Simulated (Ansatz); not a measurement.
All values below come from Ansatz (a first-principles code) with frozen-core CCSD(T)/cc-pVDZ // PBE-D3(BJ)/def2-SVP. The restricted HF reference is unstable towards unrestricted orbitals.

Ansatz 0.2 input:
```yaml
crystal:
  periodic: [false, false, false]
  atoms:
    - { symbol: Si, position_ang: [3.559077, -0.457427, -1.135664] }
    - { symbol: C, position_ang: [1.82956, -0.024345, -0.471805] }
    - { symbol: C, position_ang: [1.551187, 1.174436, 0.245417] }
    - { symbol: C, position_ang: [0.257782, 1.430029, 0.698018] }
    - { symbol: S, position_ang: [-0.022322, 2.955861, 1.560606] }
    - { symbol: C, position_ang: [-0.775107, 0.475044, 0.404265] }
    - { symbol: C, position_ang: [-2.148476, 0.639706, 0.740957] }
    - { symbol: C, position_ang: [-3.078212, -0.349603, 0.451701] }
    - { symbol: C, position_ang: [-2.67595, -1.547987, -0.195365] }
    - { symbol: C, position_ang: [-1.352659, -1.727858, -0.564197] }
    - { symbol: C, position_ang: [-0.37192, -0.72788, -0.29169] }
    - { symbol: N, position_ang: [0.904601, -0.954842, -0.715509] }
    - { symbol: H, position_ang: [3.506283, -0.604046, -2.630304] }
    - { symbol: H, position_ang: [4.029174, -1.751129, -0.533362] }
    - { symbol: H, position_ang: [4.533387, 0.636319, -0.782348] }
    - { symbol: H, position_ang: [2.362617, 1.885326, 0.463464] }
    - { symbol: H, position_ang: [-1.062901, 2.526114, 2.326672] }
    - { symbol: H, position_ang: [-2.480268, 1.57714, 1.211065] }
    - { symbol: H, position_ang: [-4.135773, -0.19872, 0.715477] }
    - { symbol: H, position_ang: [-3.421982, -2.326568, -0.415249] }
    - { symbol: H, position_ang: [-1.006026, -2.632719, -1.083809] }
basis:
  gaussian: { orbitals: cc-pVDZ }
correlation:
  method: ccsd_t
```

Output:

```
Functional definition: HF
2091 factors; integrals over basis functions are off by at most 1.1e-3 eV
mean field evaluation 1: about -29572.0169 eV, gradient 4.0e1 eV
mean field evaluation 2: about -29572.5655 eV, gradient 4.0e1 eV
mean field evaluation 4: about -29578.2250 eV, gradient 8.1e0 eV
mean field evaluation 8: about -29578.4340 eV, gradient 5.1e-1 eV
mean field evaluation 16: about -29578.4371 eV, gradient 2.4e-6 eV
mean field evaluation 32: about -29565.8597 eV, gradient 2.9e1 eV
mean field -29578.43712516 eV, -1086.9875153647 hartree, gradient 2.4e-6 eV, S^2 0.000000; 1 other end points of the search recorded, 0 dependent functions left out; unrestricted orbitals would lower it
20 core orbitals not correlated
reference -29578.43712516 eV, -1086.9875153647 hartree; 30, 30 occupied and 171, 171 virtual orbitals, 2091 factors
second order -42.65090202 eV of doubles, -0.00000000 eV of singles
cycle   1  -42.74496886 eV  change   -9.4e-2 eV  update   1.8e-1
cycle   2  -44.12957263 eV  change    -1.4e0 eV  update   6.1e-2
cycle   3  -44.45780698 eV  change   -3.3e-1 eV  update   2.7e-2
cycle   4  -44.45983113 eV  change   -2.0e-3 eV  update   8.2e-3
cycle   5  -44.46109788 eV  change   -1.3e-3 eV  update   4.2e-3
cycle   6  -44.46313833 eV  change   -2.0e-3 eV  update   1.3e-3
cycle   7  -44.46255548 eV  change    5.8e-4 eV  update   6.0e-4
cycle   8  -44.46242557 eV  change    1.3e-4 eV  update   2.3e-4
cycle   9  -44.46250776 eV  change   -8.2e-5 eV  update   1.1e-4
cycle  10  -44.46249212 eV  change    1.6e-5 eV  update   4.3e-5
perturbative correction -2.09840123 eV, -0.0771148228 hartree
Total energy: -29624.99801851 eV, -1088.6985966352 hartree
```

Cost: around 16 core-minutes (rough).
